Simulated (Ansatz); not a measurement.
A series at Si: from `S[Si](S)(S)S`, ligands are replaced one by one, each step taking up H₂ and setting free H₂S; n counts the steps. Ansatz, PBE0-D4/def2-TZVP geometries. Each molecule was computed in one conformer, which needn't be the lowest.

CBS adds triple-zeta CCSD(T) − MP2 to the MP2 limit, frozen cores; atoms without spin–orbit coupling. 

```
n        molecule  atomization energy, CCSD(T)/CBS (kJ/mol)
0  `S[Si](S)(S)S`                                    2768.0
1    `S[SiH](S)S`                                    2412.6
2      `S[SiH2]S`                                    2056.4
3       `[SiH3]S`                                    1706.0
4            SiH₄                                         ?
```

Problem. By hand: fit a straight line y = ȳ + b (n − n̄) to the 4 given rows and predict n = 4.

Solution. n̄ = 1.500, ȳ = 2235.75; Σ(n − n̄)(y − ȳ) = -1771.10, Σ(n − n̄)² = 5.000, so b = -354.22 kJ/mol a step. Prediction: 2235.75 + (-354.22) × (2.500) = 1350.2 kJ/mol.

Problem. By hand: compare with the computed value, 1362.7 kJ/mol, and give the steps along the whole series.

Solution. The line misses by 12.5 kJ/mol (computed minus predicted). Steps: -355.4, -356.2, -350.4, -343.3 kJ/mol.

The steps differ by up to 12.9 kJ/mol, small against a whole step but well beyond the method's doubt, so the ligands' effects don't simply add. The miss is 0.9 % of the series' range. The energies themselves are unsure by some kJ/mol a bond, though much of that is common to the series.
